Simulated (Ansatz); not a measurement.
Reaction (formal exchange of groups at the Si–F bond): `F[SiH2]C1=C[SiH2]1` + CH₄ → `C[SiH2]C1=C[SiH2]1` + H–F

Isolated molecules relaxed with PBE0-D4/def2-TZVP in Ansatz; ΔE leaves out vibrations. CCSD(T)/CBS adds triple-zeta CCSD(T) − MP2 to the extrapolated MP2 energy (def2 sets, frozen cores). This one scheme is used for every species. Functionals use def2-TZVPP. B3LYP here is the variant with VWN-RPA as its local correlation; programs differ in this. One conformer a species, not always the lowest.

```json
{"level": "PBE-D4", "ΔE (kJ/mol)": "128.1", "difference from CCSD(T)/CBS": "-8.2"}
{"level": "B3LYP-D4", "ΔE (kJ/mol)": "143.3", "difference from CCSD(T)/CBS": "7.0"}
{"level": "B2PLYP", "ΔE (kJ/mol)": "147.2", "difference from CCSD(T)/CBS": "10.9"}
{"level": "PBE0", "ΔE (kJ/mol)": "133.8", "difference from CCSD(T)/CBS": "-2.5"}
{"level": "B3LYP", "ΔE (kJ/mol)": "150.6", "difference from CCSD(T)/CBS": "14.3"}
{"level": "MP2/def2-TZVPP", "ΔE (kJ/mol)": "136.2", "difference from CCSD(T)/CBS": "-0.1"}
{"level": "SCS-MP2/def2-TZVPP", "ΔE (kJ/mol)": "143.0", "difference from CCSD(T)/CBS": "6.7"}
{"level": "CCSD(T)/def2-TZVPP", "ΔE (kJ/mol)": "136.9", "difference from CCSD(T)/CBS": "0.6"}
{"level": "HF/CBS(def2)", "ΔE (kJ/mol)": "165.2", "difference from CCSD(T)/CBS": "28.9"}
{"level": "MP2/CBS(def2)", "ΔE (kJ/mol)": "135.6", "difference from CCSD(T)/CBS": "-0.7"}
{"level": "CCSD(T)/CBS", "ΔE (kJ/mol)": "136.3", "difference from CCSD(T)/CBS": "0"}
```

Largest T1 diagnostic among the species: 0.013.

In def2-TZVPP, CCSD(T) changes the Hartree–Fock value by −26.3 kJ/mol (the triples alone add −3.3 kJ/mol) and MP2 by −27.0 kJ/mol. The D4 term adds −7.3 kJ/mol with B3LYP and −4.2 kJ/mol with PBE0; it sums over pairs of atoms, weighted by their polarisabilities, and B3LYP, whose exchange is more repulsive, gets the larger term.
